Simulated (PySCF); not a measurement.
Can point charges reproduce the dipole moment of `CO/C(C#N)=C\[SiH3]`?

Coordinates (GFN2-xTB, Å) and charges (e) from the PBE0/pcSseg-1 density (PySCF):

```tsv
atom	x	y	z	Mulliken	IAO	Hirshfeld	ESP-fitted
C1	-1.815	-1.070	0.628	-0.0431	-0.2136	-0.0303	-0.2608
O2	-0.485	-0.684	0.362	-0.4809	-0.3193	-0.0852	-0.1623
C3	-0.295	0.523	-0.239	+0.2219	+0.1728	+0.0865	+0.1897
C4	-1.414	1.332	-0.569	+0.0709	+0.1116	+0.0786	+0.3339
N5	-2.296	2.012	-0.849	-0.2216	-0.2173	-0.1985	-0.4276
C6	0.950	0.939	-0.515	-0.4079	-0.4548	-0.1501	-0.4763
Si7	2.413	-0.153	-0.069	+0.5668	+0.6152	+0.3061	+0.4270
H8	-1.752	-2.047	1.101	+0.1407	+0.1723	+0.0620	+0.1446
H9	-2.402	-1.146	-0.293	+0.1267	+0.1468	+0.0486	+0.1420
H10	-2.309	-0.366	1.306	+0.1267	+0.1468	+0.0485	+0.1424
H11	1.066	1.900	-0.991	+0.1465	+0.1803	+0.0560	+0.2187
H12	3.618	0.564	-0.489	-0.0975	-0.1188	-0.0758	-0.0882
H13	2.423	-0.378	1.376	-0.0747	-0.1109	-0.0733	-0.0919
H14	2.297	-1.426	-0.781	-0.0746	-0.1110	-0.0734	-0.0912
```

Q: Form Σ q r in debye for every column and set it beside the full dipole.

A: The full density gives (0.68, -2.00, 0.94) D, 2.31 D in size; dipole vectors point from the negative to the positive end.

```
    scheme    μx     μy    μz  size (D)  share of the full size (%)  angle to the full dipole (°)
  Mulliken  1.16  -2.17  0.99      2.65                         115                             9
       IAO  0.63  -1.78  0.83      2.07                          89                             0
 Hirshfeld  0.54  -1.69  0.79      1.94                          84                             1
ESP-fitted  0.68  -2.01  0.94      2.32                         101                             0
```

Q: Which set comes closest?

A: Length of the difference vector: ESP-fitted 0.01 D, IAO 0.25 D, Hirshfeld 0.37 D, Mulliken 0.51 D. Closest: ESP-fitted. ESP charges are fitted to the potential around the molecule, whose slowest-falling term is the dipole's. 

Q: What is left for the Hirshfeld atoms' own dipoles?

A: The Hirshfeld atoms' densities add up to the full density, so μ = Σ q r + Σ (atomic dipoles). The atomic dipoles sum to (0.68, -2.00, 0.94) − (0.54, -1.69, 0.79) = (0.14, -0.31, 0.15) D, 0.37 D in size.

Q: With the origin at the mean of the coordinates, (0.000, 0.000, -0.002) Å, which are the largest single terms, by size, of the Hirshfeld dipole along the direction of the full one?

A: N5 +2.63, Si7 +1.20, C4 -0.68, H13 -0.56, H14 -0.56 D; all 14 atoms together +1.94 D. The single terms depend on the origin, their sum doesn't.

Q: Give the size of the full dipole in other units.

A: 2.31 D = 0.910 au = 0.481 e·Å = 7.71 × 10⁻³⁰ C·m.

The structure is a single GFN2-xTB conformer in the gas phase; no vibrational or solvent corrections.

The run behind these numbers computed NMR shieldings as well. On one thread of an Arm Neoverse N1, shared host, this took 45 s (with the writing of density and orbital grids) and 0.73 GiB of memory at its peak.

Shape of the structure used: `[CH3:1][O:2]/[C:3]([C:4]#[N:5])=[CH:6]\[SiH3:7]`: C1–O2–C3–C4 0°.
